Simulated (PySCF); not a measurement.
# Computed properties of CH₅FO₂Sn, SMILES [CH3][Sn]([OH])([OH])[F]

Sn(F)(Me)(OH)2 (CH5FO2Sn), SMILES [Sn]([OH])([OH])([F])[CH3]. Geometry optimised at PBE0-D3(BJ)/def2-SVP. The structure was generated by enumeration; whether it is a known compound was not checked. The def2 effective core potentials stand for the cores of Sn; spin–orbit coupling is left out. Other conformers were not sampled. All values are computed for the isolated molecule unless a solvent is named; none is compared with measurement here.

**Structure.** All 24 harmonic modes at PBE0-D3(BJ)/def2-SVP (PySCF) are real, so it is a minimum. With heavy atoms numbered as in [CH3:1][Sn:2]([OH:3])([OH:4])[F:5], the shortest bond between them is Sn2–F5 at 1.943 Å and the longest C1–Sn2 at 2.114 Å.

**Vibrations.** The strongest infrared lines (harmonic, unscaled, degenerate partners summed) lie at 843 cm⁻¹ (126 km/mol, H 91 %), 210 cm⁻¹ (117 km/mol, H 80 %, O 14 %), 650 cm⁻¹ (100 km/mol, O 82 %, Sn 15 %). The softest mode is at 65 cm⁻¹ and the zero-point energy is 40.5 kcal/mol.

**Electronic structure.** CAM-B3LYP/def2-TZVP (PySCF) places the frontier levels at -10.28 and -0.27 eV, a gap of 10.01 eV, and gives a dipole moment of 1.57 D and a mean polarisability of 53.5 bohr³. PBE/def2-TZVP (PySCF) at the same geometry gives -7.10 and -2.17 eV, so its gap is 5.08 eV narrower. An orbital gap is neither the optical nor the fundamental gap.

**Excitations.** TDDFT-B3LYP/def2-SVPD (PySCF) has S1 at 5.86 eV (212 nm, f = 0.059, bright); the most intense of the 10 singlets computed lies at 6.81 eV (f = 0.13). T1 (TDA) is at 5.29 eV. TDDFT-PBE/def2-SVPD (PySCF) puts S1 at 5.15 eV. No vertical singlet excitation falls in the visible range (under 3.1 eV).
